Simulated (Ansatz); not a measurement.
Stepwise reaction of `C#C[Si](Cl)(Cl)C#C` with hydrogen fluoride, as a gas-phase model of exchange steps in deposition or etching. ΔE in kJ/mol; ΔG adds harmonic PBE0-D4 terms to CCSD(T)/CBS, at 1 bar.

Computed with Ansatz on PBE0-D4/def2-TZVP structures; ΔE is electronic, products minus reactants. CCSD(T)/CBS is the MP2 limit (def2-TZVPP, def2-QZVPP) plus CCSD(T) − MP2 in def2-TZVPP, frozen cores. This one scheme is used for every species. DFT in def2-TZVPP. B3LYP here is the variant with VWN-RPA as its local correlation; programs differ in this.

| step | reaction | PBE-D4 | B3LYP-D4 | ωB97M-V | CCSD(T)/CBS | ΔG(600 K) |
| --- | --- | --- | --- | --- | --- | --- |
| 1 | `C#C[Si](Cl)(Cl)C#C` + H–F → `C#C[Si](F)(Cl)Cl` + `C#C` | -97.2 | -107.5 | -111.6 | -103.9 | -103.4 |
| 2 | `C#C[Si](F)(Cl)Cl` + H–F → `F[Si](F)(Cl)Cl` + `C#C` | -95.1 | -105.5 | -110.3 | -104.2 | -96.7 |

Task: By hand: ΔE of the 2 steps together at CCSD(T)/CBS.

Result: (-103.9) + (-104.2) = -208.1 kJ/mol, or -104.1 kJ/mol a step.

In ΔE the steps differ by no more than 0.3 kJ/mol. All are downhill at CCSD(T)/CBS. ΔG lies between -103.4 and -96.7 kJ/mol a step. PBE-D4 differs from CCSD(T)/CBS by 6.7 to 9.1 kJ/mol a step. Isolated molecules leave out the surface, adducts and barriers. Largest T1 diagnostic: 0.013.
